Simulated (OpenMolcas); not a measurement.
## Sn IV: RASPT2 settings compared

```
Program             : OpenMolcas
Basis               : ANO-R3 [8s7p5d3f2g1h]
Scalar Hamiltonian  : X2C, finite nucleus
Active space        : 1 electron in 9 orbitals (RAS2 5s 5p; RAS3 5d, at most 1 electron)
State averaging     : 2S+1 = 2 even, 1 root; 2S+1 = 2 odd, 3 roots
Spin-orbit coupling : state interaction with AMFI integrals over the reference wave functions, term energies averaged over their components
```

Methods on the same reference wave functions:
A. RASSCF
B. SS-RASPT2, IPEA 0.3 Eh, no level shift (closed shells correlated: 4s 4p 4d)
C. SS-RASPT2, IPEA 0.35 Eh, sigma2 regulariser 0.25 Eh (closed shells correlated: 4s 4p 4d)

Energies in cm⁻¹ above 5s ²S_1/2, the measured ground level; measured values from Moore, Atomic Energy Levels, vol. III, NSRDS-NBS 35 (1971 reprint of NBS Circular 467, 1958).

```tsv
Level	A	B	C	Measured
5s ²S_1/2	0.0	0.0	0.0	0.0
5p ²P°_1/2	67452	71408	71396	69564
5p ²P°_3/2	72714	76670	76658	76072
```

Deviations, from unrounded energies. A percentage is the sum of absolute deviations over the sum of measured energies, with the sign that they share, or ± where signs differ.

```json
{"Against measurement": "mean absolute deviation (cm-1)", "Levels": "2", "A": "2700", "B": "1200", "C": "1200"}
{"Against measurement": "other configurations (%)", "Levels": "2", "A": "-3.8", "B": "+1.7", "C": "+1.7"}
```

B, C lie about equally close to measurement and A furthest from it. The largest miss of C in the table is 5p ²P°_1/2, by +1800 cm-1. The ranking rests on the paired levels alone, and a cruder setting can come out closer through cancelling errors.

Between B and C the level of the table that moves most is 5p ²P°_1/2, by 12 cm-1 (lowest in C, highest in B).

The lowest spin-free term lies below A's lowest term by 0.726 hartree in B, 0.725 hartree in C.

With one active electron outside closed inactive shells, the extra shells (5d) add no correlation to the reference. With one active electron the reference holds no correlation, so core polarisation is missing (holds for A). With one active electron, CASPT2 adds the correlation within the correlated inactive shells and between them and that electron, and leaves the splitting within a term as the reference gives it (holds for B; C). Computed and measured levels are paired by configuration, term and J; levels that our copy of the source lacks, or whose pairing is in doubt (as where it misses far off the trend of its configuration), stay unpaired and out of the deviations. Levels of configurations outside the active space are missing.

° marks odd parity.
